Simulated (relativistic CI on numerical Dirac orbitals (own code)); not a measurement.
Computed by Dirac-Coulomb-Breit CI, KLI orbitals optimised for each configuration, QED by a radiative potential, unscaled Slater integrals (own radial code, finite nucleus).

The strongest absorption lines from the ground level of an ion, among the configurations computed and to levels below about 12000 eV (vacuum wavelength in nm, gf): 0.10399 (0.45), 0.11973 (0.34), 0.12177 (0.69), 0.12189 (1.2), 0.12195 (2.1), 0.12438 (0.68), 0.13775 (2.2), 0.74754 (0.52).

Question: Which ion is it?
A. Pb75+
B. Hf65+
C. Hf67+
D. Ir70+

Answer: B. Hf65+ has 7 electrons and the ground level 2s²2p³ ²P°3/2; the strongest line goes to 2s²2p²3d ²D5/2. The pattern of lines fixes the number of electrons, and along that sequence the line energies rise steadily with the charge (about as its square where n changes within one kind of shell, about linearly where n is kept but much faster in heavy ions where fine structure, which grows about as Z⁴, sets the gap, and irregularly where shells cross), which fixes Z. Configurations outside the model, such as inner-shell arrays, can give stronger lines. At this charge energies of transitions that change n are usually good to better than 1 %, and those within a shell (Δn = 0) to a few per cent.

LS names give the leading component of a level, which can be under half, so a name can repeat, a term be missing and a line seem to break the LS rules.
